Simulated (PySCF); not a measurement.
Species: C5H4BrClO2Si.
Bonds: O1–C2 (double), C2–Br3, C2–C4, C4–O5 (aromatic), O5–C6 (aromatic), C6–Cl7, C6–C8 (aromatic), C8–C9 (aromatic), C9–Si10, C4–C9 (aromatic). Hydrogens: H11 on C8; H12, H13, H14 on Si10.

Level of theory: PBE0-D3(BJ)/def2-SVP geometry optimisation, gas phase (PySCF 2.14.0).

(1) What internal coordinates does the optimisation give?

Results:

(1) 
| bond | length (Å) | order |
| --- | --- | --- |
| O1=C2 | 1.193 | double |
| C2–Br3 | 1.939 | single |
| C2–C4 | 1.449 | single |
| C4–O5 | 1.355 | aromatic |
| O5–C6 | 1.333 | aromatic |
| C6–Cl7 | 1.689 | single |
| C6–C8 | 1.372 | aromatic |
| C8–C9 | 1.425 | aromatic |
| C9–Si10 | 1.883 | single |
| C4–C9 | 1.381 | aromatic |
| C8–H11 | 1.087 | single |
| Si10–H12, Si10–H13, Si10–H14 | 1.491 | single |

Bonds in one row agree within 0.01 Å and their mean is given. Orders are formal, as drawn. A selection of angles:
| angle | degrees |
| --- | --- |
| O1–C2–Br3 | 121.6 |
| O1–C2–C4 | 123.4 |
| Br3–C2–C4 | 115.0 |
| C2–C4–O5 | 121.5 |
| C2–C4–C9 | 127.3 |
| O5–C4–C9 | 111.1 |
| C4–O5–C6 | 106.6 |
| O5–C6–Cl7 | 117.1 |
| O5–C6–C8 | 111.6 |
| Cl7–C6–C8 | 131.3 |
| C6–C8–C9 | 105.9 |
| C6–C8–H11 | 126.1 |
| C9–C8–H11 | 128.0 |
| C8–C9–Si10 | 128.7 |
| C4–C9–C8 | 104.9 |
| C4–C9–Si10 | 126.4 |
| C9–Si10–H12 | 110.2 |
| C9–Si10–H13 | 106.2 |
| H12–Si10–H13 | 109.4 |
| H12–Si10–H14 | 110.9 |

Dihedral angles: O1–C2–C4–O5 180° (antiperiplanar).

Si10 (SiH3 silicon) is tetrahedral (angles from 106.2° to 110.9°). Of the pairs four or more bonds apart, O1···Si10 is among the closest relative to their van der Waals radii: 3.08 Å, 85 % of the sum of Bondi's values. The 4 C–C bonds span 1.372 Å (C6–C8, aromatic) to 1.449 Å (C2–C4, drawn single), a spread of 0.077 Å. The 5-membered ring C4–O5–C6–C8–C9 has internal angles of 104.9° to 111.6° (sum 540°, against 540° for a flat polygon); it is planar, 0.00 Å rms from its mean plane, widest ring torsion 0°. The 10 heavy atoms lie in one plane (0.004 Å rms). The 3 C–O bonds span 1.193 Å (O1=C2, drawn double) to 1.355 Å (C4–O5, aromatic), a spread of 0.162 Å.

Point group: Cs (tolerance 0.08 Å). Not checked by PBE0-D3(BJ)/def2-SVP frequencies. One conformer, not necessarily the lowest.

Time: 2.7 min wall; peak memory 0.91 GiB. Hardware: an Arm Neoverse V1 with one thread, no GPU, shared host with 64 logical CPUs at a one-minute load of 41. That covers the optimisation of the geometry.
